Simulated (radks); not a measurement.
Spherical jellium clusters: N electrons in a uniform positive sphere of charge N and radius rs N^(1/3), rs = 2.64 bohr. Calculated with a radial shooting solver with Libxc functionals: non-relativistic Kohn-Sham, PBEsol, spin-polarised, spherical densities. Levels are named by radial order and angular momentum (1s, 1p, 1d, 2s, ...), and open shells are averaged over m.

N = 20, configuration 1s2 1p6 1d10 2s2. This is the lowest configuration that the search found. Occupied and some empty levels:

| level | occupation | eigenvalue (eV) | <r> (bohr) |
|---|---|---|---|
| 1s | 2 | -8.3685 | 4.470 |
| 1p | 6 | -6.6054 | 5.379 |
| 1d | 10 | -4.4544 | 6.111 |
| 2s | 2 | -3.6177 | 5.503 |
| 1f | 0 | -2.0712 | 6.901 |
| 2p | 0 | -1.4185 | 7.570 |

Energy (eV): total -27.7790, kinetic 70.189, external -1769.4, Hartree 861.42, exchange-correlation -101.34, background 911.34.
